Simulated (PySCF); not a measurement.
Si(nBu)(OH)3 (C4H12O3Si), SMILES CCCC[Si](O)(O)O.

Geometry optimised at r2SCAN-D4/def2-SVP. Other conformers were not sampled.

All values below come from TDA-ωB97X/def2-SVP run with PySCF.

Vertical excitations. Gas-phase values at a fixed geometry.

Computed UV-visible absorptions:
| state | energy (eV) | λ (nm) | f | main pairs |
|---|---|---|---|---|
| S1 | 8.81 | 141 | 0.036 | HOMO−1→LUMO 44 %, HOMO→LUMO 16 % |
| S2 | 8.87 | 140 | 0.105 | HOMO→LUMO 57 %, HOMO−1→LUMO 15 % |
| S3 | 9.22 | 135 | 0.021 | HOMO−3→LUMO 31 %, HOMO−1→LUMO+3 15 %, HOMO−5→LUMO 9 %, HOMO−3→LUMO+2 6 % |
| S4 | 9.54 | 130 | 0.028 | HOMO−1→LUMO+2 18 %, HOMO−5→LUMO 12 %, HOMO−3→LUMO 11 %, HOMO→LUMO 10 % |
| S5 | 9.79 | 127 | 0.040 | HOMO→LUMO+1 51 %, HOMO→LUMO+4 8 % |
| S6 | 10.03 | 124 | 0.035 | HOMO−2→LUMO+1 13 %, HOMO−2→LUMO 12 %, HOMO→LUMO+3 11 %, HOMO−6→LUMO 7 % |
| S7 | 10.09 | 123 | 0.013 | HOMO−2→LUMO+1 34 %, HOMO−3→LUMO 11 %, HOMO−2→LUMO 11 %, HOMO→LUMO+3 7 % |
| S8 | 10.18 | 122 | 0.044 | HOMO−8→LUMO 26 %, HOMO−7→LUMO 8 %, HOMO−3→LUMO+3 7 %, HOMO−8→LUMO+2 7 % |
| S9 | 10.35 | 120 | 0.005 | HOMO→LUMO+2 27 %, HOMO→LUMO+3 8 %, HOMO−4→LUMO 7 %, HOMO−1→LUMO+2 6 % |
| S10 | 10.44 | 119 | 0.012 | HOMO→LUMO+1 19 %, HOMO−4→LUMO+1 8 %, HOMO→LUMO+4 7 %, HOMO−3→LUMO+2 6 % |
| T1 | 8.33 | 149 | 0 | HOMO−1→LUMO 32 %, HOMO→LUMO 22 %, HOMO−5→LUMO 5 %, HOMO−1→LUMO+1 5 % |
| T2 | 8.41 | 147 | 0 | HOMO→LUMO 37 %, HOMO−1→LUMO 23 % |
| T3 | 8.69 | 143 | 0 | HOMO−3→LUMO 24 %, HOMO−1→LUMO+3 19 %, HOMO−5→LUMO 10 %, HOMO→LUMO+2 6 % |
| T4 | 9.06 | 137 | 0 | HOMO−1→LUMO+2 16 %, HOMO→LUMO 12 %, HOMO−3→LUMO 11 %, HOMO−5→LUMO 9 % |
Triplets are in the Tamm–Dancoff approximation.
